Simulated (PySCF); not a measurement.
MI for M along the alkaline earths

PBE0 with triple-zeta basis sets in PySCF, for the lowest determinant that a PBE0 search found; no spin–orbit coupling. De refers to high-spin ground-configuration atoms. A positive dipole means M(−)I(+).

| M | basis | state (unpaired electrons) | Re (Å) | ωe (cm⁻¹) | De (eV) | μ (D) |
| --- | --- | --- | --- | --- | --- | --- |
| Be | def2-TZVPP | doublet (σ ↑) | 2.190 | 603 | 2.87 | -0.59 |
| Mg | x2c-TZVPPall | doublet (σ ↑) | 2.590 | 309 | 2.32 | -3.13 |
| Ca | def2-TZVPP | doublet (σ ↑) | 2.826 | 238 | 3.24 | -4.27 |
| Sr | def2-TZVPP | doublet (σ ↑) | 2.976 | 171 | 3.24 | -5.15 |

Task: By what factor does the bond length vary along the series?

Result: At PBE0 it runs from 2.190 Å (BeI) to 2.976 Å (SrI), a factor of 1.36.

The rows differ in basis set, which adds steps of its own.

Down a group the atoms grow and get heavier, so bonds lengthen and wavenumbers fall; this series shows no clear exception.

Spin–orbit coupling is left out, which matters for elements this heavy, above all for dissociation energies. States were picked by a PBE0 search and need not be the measured ground states.
